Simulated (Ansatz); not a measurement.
CH₅GeO₂ (`C[O][GeH][OH]`) radical, relaxed with UKS PBE0-D4/def2-TZVP in Ansatz 0.2.0 from a PBE-D4/def2-SVP geometry. The force threshold is 0.005 eV/Å; the program also tests the step.

Charge 0, multiplicity 2.

Start:

```xyz
9

C     1.238    0.381    0.466
O     0.128    1.077   -0.058
Ge   -1.182    0.229   -0.998
O    -1.527   -1.357   -0.179
H     1.655    0.974    1.308
H     0.968   -0.628    0.859
H     2.051    0.256   -0.288
H    -2.439    1.117   -0.663
H    -0.893   -2.049   -0.446
```

(1) By how much does the energy fall, and how many steps does the optimiser take? (Best estimate.)

(2) Which bonds change most? (An estimate is asked.)

(3) Give the relaxed structure. (An estimate is asked.)

Results:

(1) Computed: 6.20 kJ/mol, in 10 steps.

(2) Computed: O2–Ge3 from 1.821 to 1.783 Å; Ge3–O4 from 1.818 to 1.788 Å; Ge3–H8 from 1.575 to 1.552 Å; C1–H5 from 1.112 to 1.092 Å.

(3) Computed: 
```xyz
9

C     1.229    0.374    0.496
O     0.079    1.059    0.062
Ge   -1.154    0.258   -0.946
O    -1.506   -1.361   -0.276
H     1.766    1.026    1.188
H     0.979   -0.555    1.023
H     1.902    0.135   -0.337
H    -2.437    1.094   -0.698
H    -0.858   -2.029   -0.511
```
